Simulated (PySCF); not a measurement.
PySCF 2.14 output of an unrestricted HSE06 calculation on a single atom or ion in x2c-QZVPPall with one added diffuse shell each of s, p, d, f type (12s9p6d5f1g, 113 functions), with scalar relativity by spin-free X2C-1e:

```
SCF conv_tol = 1e-09
number electrons alpha = 19  beta = 15
    J. Heyd, G. E. Scuseria, and M. Ernzerhof.,  J. Chem. Phys. 118, 8207 (2003)
    J. Heyd, G. E. Scuseria, and M. Ernzerhof.,  J. Chem. Phys. 124, 219906 (2006)
    A. V. Krukau, O. A. Vydrov, A. F. Izmaylov, and G. E. Scuseria.,  J. Chem. Phys. 125, 224106 (2006)
cycle= 1 E= -2428.97669649596  delta_E= -0.0171  |g|= 0.0729  |ddm|= 0.756
cycle= 2 E= -2428.97682221137  delta_E= -0.000126  |g|= 0.0746  |ddm|= 0.0625
cycle= 3 E= -2428.97719510402  delta_E= -0.000373  |g|= 0.00166  |ddm|= 0.0141
cycle= 4 E= -2428.97719751605  delta_E= -2.41e-06  |g|= 0.000556  |ddm|= 0.0235
cycle= 5 E= -2428.97719778096  delta_E= -2.65e-07  |g|= 0.000206  |ddm|= 0.00261
cycle= 6 E= -2428.97719781725  delta_E= -3.63e-08  |g|= 2.99e-05  |ddm|= 0.00166
cycle= 7 E= -2428.9771978218  delta_E= -4.55e-09  |g|= 5.6e-06  |ddm|= 0.000532
cycle= 8 E= -2428.97719782197  delta_E= -1.67e-10  |g|= 2.6e-07  |ddm|= 0.000119
converged SCF energy = -2428.97719782197  <S^2> = 6.0034089  2S+1 = 5.0013634
```

The run itself started from symmetry-adapted Hartree-Fock orbitals and held the occupation by maximum overlap, on a logarithmic radial grid, so the iterations belong to that start.

Question: Which element, charge and spin multiplicity is this?

Answer: Se (selenium, neutral), multiplicity 5; the state was [Ar] 3d10 4s1 4p4 5s1, high-spin 5P determinant (an excited configuration).

The outer electron is Rydberg-like, and this basis confines it to a smaller radius and binds it less than a complete one would.
